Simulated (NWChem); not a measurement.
# CH₂Cl₂F₂Si; SMILES FC([SiH](Cl)Cl)F

```xyz
8

F      0.1252     2.3482     0.6468
C      0.7633     1.3370     0.0040
F      0.6039     1.5034    -1.3274
Si    -0.0051    -0.3245     0.5745
Cl    -1.9402    -0.4145    -0.0851
Cl     1.1137    -1.8361    -0.2498
H      1.8438     1.4109     0.2347
H      0.0284    -0.4321     2.0517
```
Atoms are numbered in this order, from 1.

Level: PBE0/def2-SVP (NWChem), optimised geometry, unscaled harmonic frequencies. 

```
frequency (cm⁻¹)  IR intensity (km/mol)
----------------  ---------------------
47                                  0.9
103                                 3.1
124                                 2.2
178                                 4.9
284                                 0.6
399                                36.9
529                                58.1
561                                15.1
614                                98.2
672                                10.0
800                               141.9
832                               124.1
1135                              141.2
1165                               93.6
1336                               39.4
1372                                8.2
2298                               77.4
3055                               25.1
```

The zero-point energy is 22.2 kcal/mol, the thermal correction to the enthalpy at 298.15 K (with zero-point energy) comes out as 27.3 kcal/mol and the heat capacity Cv is 23.0 cal/(mol K). The entropy at 298.15 K and 1 atm (symmetry number 1) is 88.6 cal/(mol K) and the dipole moment comes out as 1.88 D.

Rigid rotor and harmonic oscillator; modes under 100 cm⁻¹ make the entropy uncertain.
